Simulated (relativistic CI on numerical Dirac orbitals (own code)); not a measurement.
# Energy levels of V I

These numbers are calculated, not measured: Dirac-Coulomb-Breit CI, KLI orbitals optimised for each configuration, QED by a radiative potential, valence Slater integrals scaled by 0.85, P86 correlation estimate, and configurations built on the next ion tied to the tabulated ionisation energy (semi-empirical) (own radial code, finite nucleus).

Configurations in the expansion (outside the closed core [Ar]): 3d³4s², 3d⁴4s, 3d⁴4p, 3d³4s4p, 3d⁵, 3d⁴4d, 3d⁴5s, 3d⁴4f, 3d³4p², 3d³4s4d, 3d³4s5s, 3d²4s²4p, 3d³4s6s, 3d³4s5p, 3d³4s4f, 3d³4s6p, 3d³4s5d, 3d⁴5p, 3d³4d², 3d³4s5g, 3d³4s5f, 3d³4s6d, 3d³4s6g, 3d²4s²6s. Levels of other configurations are missing.

The lowest level is 3d³4s² ⁴F3/2, with 93 % of that term; Hund's rules for 3d³4s² give ⁴F with J = 3/2, in agreement.

```csv
No.,Configuration,Term,J,E (cm⁻¹),%,Landé g,Lifetime (s)
1,3d³4s²,⁴F,3/2,0.0,93,0.399,
2,3d³4s²,⁴F,5/2,131.6,93,1.028,1.02e+04
3,3d³4s²,⁴F,7/2,310.7,93,1.238,4.01e+03
4,3d³4s²,⁴F,9/2,533.3,93,1.334,
5,3d⁴4s,⁶D,1/2,5002.3,96,3.338,
6,3d⁴4s,⁶D,3/2,5033.4,96,1.868,
7,3d⁴4s,⁶D,5/2,5084.5,96,1.658,8.05e+04
8,3d⁴4s,⁶D,7/2,5154.3,96,1.588,
9,3d⁴4s,⁶D,9/2,5241.5,96,1.557,
10,3d³4s²,⁴P,1/2,10556.6,87,2.666,6.88e+02
11,3d³4s²,⁴P,3/2,10636.3,87,1.733,7.02e+02
12,3d³4s²,⁴P,5/2,10803.9,87,1.601,7.18e+02
13,3d³4s²,²G,7/2,11210.0,93,0.888,5.85e+01
14,3d³4s²,²G,9/2,11405.7,92,1.110,3.34e+01
15,3d⁴4s,⁴D,1/2,11968.1,89,-0.002,
16,3d⁴4s,⁴D,3/2,12019.9,89,1.200,
17,3d⁴4s,⁴D,5/2,12103.7,89,1.372,
18,3d⁴4s,⁴D,7/2,12216.6,89,1.429,
19,3d³4s4p‡,⁶G°,3/2,12904.1,99,-0.002,
20,3d³4s4p‡,⁶G°,5/2,12985.1,99,0.857,
21,3d³4s4p‡,⁶G°,7/2,13097.8,99,1.143,
22,3d³4s4p‡,⁶G°,9/2,13241.5,99,1.273,
23,3d³4s4p‡,⁶G°,11/2,13415.3,99,1.343,
24,3d³4s4p‡,⁶G°,13/2,13618.2,99,1.385,
25,3d³4s4p‡,⁶F°,1/2,14623.1,98,-0.668,
26,3d³4s4p‡,⁶F°,3/2,14669.3,98,1.068,
27,3d³4s4p‡,⁶F°,5/2,14745.7,98,1.316,
28,3d³4s²,²P,1/2,14773.3,90,0.670,8.10e+01
29,3d³4s4p‡,⁶D°,1/2,14836.1,96,3.336,
30,3d³4s²,²P,3/2,14843.2,81,1.285,4.13e+01
```

Energies count from the lowest computed level; ° marks odd parity; lifetimes are radiative, by E1, M1, E2 decay to levels of this space only; some are left blank where a channel outside the calculation adds to the decay or the decay crosses a small, uncertain gap. ‡ marks configurations that were not tied to measured data.

The mean weight of the leading LS term, summed over parents, in these 30 levels is 94 %, and that of the leading jj configuration (from the same eigenvectors) 42 %, so LS coupling describes them better.

Configurations that consist of the next ion and one excited electron were tied to the tabulated ionisation energy; Rydberg ones are usually within 1,000 to 3,000 cm⁻¹ and the lowest ones within about 6,000 (9,000 in d shells), while levels on excited terms of the next ion carry the error of that term, and the other configurations can be misplaced by 10,000 cm⁻¹ or more. Rates follow the energies as ν³ (E1, M1) or ν⁵ (E2), so rates, branching and lifetimes can be off by large factors. The fine structure of a lone outer electron comes out too small, for d and f at times inverted, and misplaced configurations move strength between like terms. 37 of the 51 excited levels that our extract of the measured tables holds in this range could be paired (the sources list more); they are missed by 2603 cm⁻¹ on average and 5020 at most, and levels without a partner can miss by more.

Landé's interval rule says that E(J) − E(J−1) = AJ with one A. For the ground term the intervals give A = 52.6, 51.2, 49.4 cm⁻¹ for J = 5/2, 7/2, 9/2; the multiplet is regular.
